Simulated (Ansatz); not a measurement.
Diatomic NaSi, multiplicity 4 (lowest of 2S+1 = 2, 4 at CCSD(T)/def2-TZVPP on PBE0 minima; our sources give no spin for the ground state, which may be another).

D_e counts from the fitted minimum to each atom's lowest state at the same level, without counterpoise.

Correlated levels freeze the inner cores; with def2 sets outer-core shells near the valence are correlated too.

Programs: Ansatz (Gaussian orbitals). 

```json
[
 {"level": "B97M-V/def2-TZVPP", "bond energy D_e (kcal/mol)": "34.62"},
 {"level": "B3LYP/def2-TZVPP", "bond energy D_e (kcal/mol)": "27.97"},
 {"level": "PBE0/def2-TZVPP", "bond energy D_e (kcal/mol)": "33.12"},
 {"level": "BHLYP/def2-TZVPP", "bond energy D_e (kcal/mol)": "26.56"},
 {"level": "wB97X-V/def2-TZVPP", "bond energy D_e (kcal/mol)": "29.53"},
 {"level": "B2PLYP/def2-TZVPP", "bond energy D_e (kcal/mol)": "28.91"},
 {"level": "CCSD/def2-TZVPP", "bond energy D_e (kcal/mol)": "?"},
 {"level": "CCSD/def2-QZVPP", "bond energy D_e (kcal/mol)": "32.64"},
 {"level": "CCSD(T)/def2-QZVPP", "bond energy D_e (kcal/mol)": "34.19"}
]
```

Question: Fill in the missing entries.

Answer: 
- CCSD/def2-TZVPP, bond energy D_e (kcal/mol): 31.12

Ansatz is a program for electronic structure.
